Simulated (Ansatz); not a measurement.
Reaction (ligand exchange at the Nb–F bond): `[CH3][Nb](=[NH])([F])[F]` + HCl → `[CH3][Nb](=[NH])([F])[Cl]` + H–F

Gas-phase electronic energies from Ansatz, PBE0-D4/def2-TZVP geometries. CCSD(T)/CBS adds triple-zeta CCSD(T) − MP2 to the extrapolated MP2 energy (def2 sets, frozen cores). This one scheme is used for every species. DFT in def2-TZVPP. def2 core potentials past Kr. For Nb outer-core shells are correlated without core-valence functions, which leaves a few kJ/mol of doubt a bond. Each species was taken in one conformer, which may not be the lowest.

`[CH3][Nb](=[NH])([F])[F]`:

```xyz
9

C     1.332   -0.002   -0.204
Nb   -0.763    0.428   -0.124
N    -1.391   -0.937    0.744
F    -1.009    1.992    0.875
F    -1.431    0.439   -1.873
H     1.747   -0.091    0.804
H     1.849    0.806   -0.735
H     1.512   -0.946   -0.726
H    -1.845   -1.690    1.239
```

HCl:

Cartesian coordinates in Å:
```
Cl -0.413 -0.485 -0.058
H 0.413 0.485 0.058
```

`[CH3][Nb](=[NH])([F])[Cl]`:

```xyz
9

C    -1.282   -0.434   -0.013
Nb    0.559    0.618    0.228
N     1.651   -0.340   -0.717
F     0.377    2.313   -0.535
Cl    1.161    0.530    2.448
H    -1.567   -0.479   -1.068
H    -2.066    0.081    0.553
H    -1.184   -1.459    0.356
H     2.352   -0.830   -1.253
```

H–F:

Cartesian coordinates in Å:
```
F 0.309 0.340 0.018
H -0.309 -0.340 -0.018
```

| level | ΔE (kcal/mol) |
| --- | --- |
| BLYP-D4 | 3.3 |
| r2SCAN-D4 | 2.3 |
| r2SCANh-D4 | 1.7 |
| BLYP | 4.8 |
| BHLYP | 2.5 |
| SCS-MP2/def2-TZVPP | -0.9 |
| CCSD(T)/def2-TZVPP | 0.3 |
| CCSD/CBS(def2) | 0.0 |

**Question.** What does CCSD(T)/CBS give? (Estimate.)

**Answer.** Ansatz gave: -0.6 kcal/mol. The listed levels differ from it by 3.9, 2.9, 2.3, 5.4, 3.1, -0.3, 0.9, 0.6 kcal/mol.

Largest T1 diagnostic among the species: 0.020, so the coupled-cluster value is less sure than usual.

In def2-TZVPP, CCSD(T) changes the Hartree–Fock value by −2.0 kcal/mol (the triples alone add −0.7 kcal/mol) and MP2 by −5.2 kcal/mol. At CCSD(T), def2-SVP lies +4.4 kcal/mol from the extrapolated value and def2-TZVPP +1.0 kcal/mol. Leaving LDA and LC-ωPBE aside and taking each functional with its dispersion term where it has one, the values, not all of them listed here, spread over 4.5 kcal/mol, from PBE-QIDH to CAM-B3LYP-D4.
